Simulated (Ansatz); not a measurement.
A CCSD(T) single point on `F[B@H-]1[NH2+][B@@H-](F)[NH2+]1`.

```yaml
crystal:
  periodic: [false, false, false]
  atoms:
    - {symbol: F, position_ang: [-1.656578, -0.706547, 1.256484]}
    - {symbol: B, position_ang: [-0.334821, -0.466732, 0.955436]}
    - {symbol: N, position_ang: [0.047920, -1.036010, -0.487423]}
    - {symbol: B, position_ang: [0.545641, 0.434262, -0.865527]}
    - {symbol: F, position_ang: [-0.083761, 0.903054, -1.996585]}
    - {symbol: N, position_ang: [-0.112068, 1.035830, 0.460363]}
    - {symbol: H, position_ang: [0.471628, -0.787749, 1.793345]}
    - {symbol: H, position_ang: [0.733936, -1.776517, -0.522078]}
    - {symbol: H, position_ang: [-0.768253, -1.318104, -1.021671]}
    - {symbol: H, position_ang: [1.748952, 0.519387, -0.848515]}
    - {symbol: H, position_ang: [-0.987054, 1.516679, 0.275138]}
    - {symbol: H, position_ang: [0.471258, 1.627148, 1.035034]}
basis:
  gaussian: {orbitals: def2-SVP}
correlation: {method: ccsd_t}
```

```sh
$ ansatz run in.yaml --threads 4 --pin off --events-out ev --progress --plain --max-ram 10444MiB
```

The program prints (abridged):

```
Functional definition: HF
1134 factors; integrals over basis functions are off by at most 1.3e-3 eV
mean field evaluation 1: about -9807.9226 eV, gradient 4.2e1 eV
mean field evaluation 2: about -9808.0557 eV, gradient 4.2e1 eV
mean field evaluation 4: about -9811.9524 eV, gradient 3.6e0 eV
mean field evaluation 8: about -9812.0014 eV, gradient 2.5e-1 eV
mean field -9812.00157016 eV, -360.5844068899 hartree, gradient 7.8e-7 eV, S^2 0.000000; 0 other end points of the search recorded, 0 dependent functions left out
6 core orbitals not correlated: weight in the atoms' cores, before any rotation towards them, 1.000 or more for the frozen orbitals, at most 0.000 for the correlated occupied ones
reference -9812.00157016 eV, -360.5844068899 hartree; 18, 18 occupied and 90, 90 virtual orbitals, 1134 factors
second order -24.56639159 eV of doubles, -0.00000000 eV of singles
cycle   1  -25.04875865 eV  change   -4.8e-1 eV  update   1.0e-1
cycle   2  -25.56272956 eV  change   -5.1e-1 eV  update   2.8e-2
cycle   3  -25.69549733 eV  change   -1.3e-1 eV  update   1.4e-2
cycle   4  -25.69214338 eV  change    3.4e-3 eV  update   2.5e-3
cycle   5  -25.69104842 eV  change    1.1e-3 eV  update   1.0e-3
cycle   6  -25.69144647 eV  change   -4.0e-4 eV  update   2.6e-4
cycle   7  -25.69143801 eV  change    8.5e-6 eV  update   9.7e-5
cycle   8  -25.69137218 eV  change    6.6e-5 eV  update   2.6e-5
cycle   9  -25.69136204 eV  change    1.0e-5 eV  update   8.6e-6
perturbative correction -0.57344292 eV, -0.0210736387 hartree
Total energy: -9838.26637512 eV, -361.5496206693 hartree
```

Hardware: 4 threads of an Arm Neoverse V1 on a shared host. Wall time 10 s, peak host memory 0.68 GiB.

Correlation energy per correlated electron: -0.730 eV. T1 diagnostic: 0.0106.
